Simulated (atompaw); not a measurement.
**PBE PAW (atompaw) dataset for Tc (Z = 43), scalar-relativistic all-electron reference.**

atompaw 4.2.0.5 input, output lines left out:

```
Tc 43
GGA-PBE scalarrelativistic loggrid 1500 logderivrange -2 5 176
5 5 4 0 0 0
5 1 0
4 2 5
0 0 0
c
c
c
c
v
c
c
c
v
c
v
2
3.00 2.30 2.35 1.75
y
0.4
n
y
1.25
n
y
1.55
n
custom polynom vanderbiltortho gaussian
3 -0.5 troulliermartins
3.00
3.00
3.00
3.00
2.25
3.00
```

Results:

| Item | Value |
| --- | --- |
| Cutoffs needed | 18 Ry and 35 Ry (the cutoffs (Ry, on a coarse ladder) from which the occupation-weighted sum of valence levels, in a spherical-Bessel basis at the reference potential, stays within 10 and 1 mRy of its value at 400 Ry) |
| Ghost test | ghost states, extra bound levels that the all-electron valence spectrum of the same l lacks: s at -732.3 eV, p at -45.9 eV; a true bound ghost makes a file unfit for plane-wave use (spherical-Bessel basis up to 400 Ry, 20 bohr box) |
| Lowest eigenvalue of the overlap operator | 0.01 (s channel) |
| Overlap eigenvalues printed by atompaw (projector basis) | 0.00584, 0.134, 0.909, 588, 1.25e+03, 1.19e+05 |
| Share of each valence orbital outside the PAW sphere | 5s 54 %, 5p 82 %, 4d 7 % |

Generation and tests took about 3 s on one core of a shared server CPU.
